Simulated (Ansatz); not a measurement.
Molecule: 4,4-dimethylpent-1-ene, C₇H₁₄ (charge 0, singlet). 
Geometry from a B3LYP-D3(BJ)/def2-TZVP (Ansatz, a program for electronic structure) optimisation:
```xyz
21

C     -1.3175    -0.3277     1.2637
C     -0.7115    -0.3392    -0.1447
C     -1.0386     0.9767    -0.8577
C     -1.3057    -1.5088    -0.9377
C      0.8248    -0.5393    -0.0775
C      1.5771     0.4965     0.6977
C      2.4564     1.3444     0.1790
H     -1.0608    -1.2385     1.8104
H     -0.9685     0.5265     1.8455
H     -2.4066    -0.2663     1.2102
H     -2.1194     1.1160    -0.9309
H     -0.6208     1.8311    -0.3241
H     -0.6296     0.9841    -1.8709
H     -2.3895    -1.4069    -1.0274
H     -1.0975    -2.4626    -0.4472
H     -0.8883    -1.5513    -1.9463
H      1.0127    -1.5227     0.3688
H      1.2140    -0.5766    -1.0990
H      1.3784     0.5416     1.7646
H      2.9746     2.0727     0.7897
H      2.6918     1.3376    -0.8797
```

Total electronic energies in hartree. Cores are frozen in the correlated levels unless marked. Spin-orbit coupling is left out. Non-relativistic. CBS(X,Y): correlation extrapolated as X^-3; Hartree-Fock from the larger set. [CCSD(T)-MP2]/basis is that difference in the basis named.

```csv
level,program,energy (Eh)
RI-HF/aug-cc-pVTZ,Ansatz,-273.30589
PBE0/6-31G*,Ansatz,-274.81181
PBE0-D4/def2-TZVP,Ansatz + dftd4,-274.92457
B2GP-PLYP-D3(BJ)/def2-TZVPD,Ansatz + dftd3,-274.93419
MP2/cc-pVDZ,Ansatz,-274.22883
SCS-MP2/cc-pVTZ,Ansatz,-274.52824
CCSD(T)/6-31G,Ansatz,-273.84391
CCSD(T)/aug-cc-pVDZ,Ansatz,-274.40760
"RI-MP2/CBS(aug-cc-pVTZ,aug-cc-pVQZ)+[CCSD(T)-MP2]/aug-cc-pVTZ",Ansatz,-274.7914
```

Totals of different functionals don't rank their quality; only differences between species are comparable.
